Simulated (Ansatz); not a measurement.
H8N2OSi2 (`N[SiH2]N[SiH2]O`) from Hartree–Fock to CCSD(T)

Z-matrix (Å, degrees):
```
Si
N 1 1.724
N 1 1.713 2 109.9
H 1 1.489 2 104.3 3 -125.1
H 1 1.488 2 114.1 3 116.1
Si 2 1.718 1 129.9 3 135.9
H 2 1.012 1 114.4 3 -46.4
H 3 1.006 1 120.1 2 145.4
H 3 1.007 1 122.3 2 -63.7
O 6 1.648 2 114.0 1 -112.3
H 6 1.480 2 110.8 1 132.0
H 6 1.485 2 106.1 1 10.2
H 10 0.958 6 117.3 2 62.3
```

Charge 0, multiplicity 1. Geometry: relaxed with PBE0-D4/def2-TZVP. It is one conformer, not always the lowest. Frozen core, restricted reference, Ansatz 0.2.0. CBS rows extrapolate triple and quadruple zeta; past MP2 they add the triple-zeta difference.

```json
{"basis": "def2-TZVPP", "HF (Eh)": "-766.54299", "MP2 corr.": "-0.91592"}
{"basis": "def2-QZVPP", "HF (Eh)": "-766.57163", "MP2 corr.": "-0.98583"}
```

Question: Estimate the CCSD correlation energy and the (T) correction in each basis where they were run (hartree).

Answer: 
```
     basis  CCSD corr.       (T)
def2-TZVPP    -0.96088  -0.03458
 CBS(def2)    -1.08257     as TZ
```
